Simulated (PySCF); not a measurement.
```xyz
10

C     -1.4315    -0.3462    -0.0195
C     -0.2593     0.4696     0.4804
O     -0.4459     1.3429     1.3111
Si     1.5043     0.0503    -0.2618
O      1.4783    -1.1171    -1.2922
H     -1.4983    -0.2462    -1.1051
H     -2.3600    -0.0333     0.4615
H     -1.2320    -1.4048     0.1599
H      1.9381     1.4175    -0.7410
H      2.3062    -0.1326     1.0068
```

Charge -1, multiplicity 1.

### Question
Give the Mulliken and meta-Löwdin atomic charges from PySCF with TPSSh-D3(BJ)/def2-TZVPD // CAM-B3LYP-D3(BJ)/def2-TZVPD.

### Answer

```
atom  Mulliken (e)  meta-Löwdin (e)
----  ------------  ---------------
C1           -0.70            -0.37
C2            0.51             0.14
O3           -0.65            -0.47
Si4           0.15             0.79
O5           -0.77            -1.00
H6            0.21             0.12
H7            0.19             0.09
H8            0.22             0.12
H9           -0.08            -0.21
H10          -0.08            -0.21
```
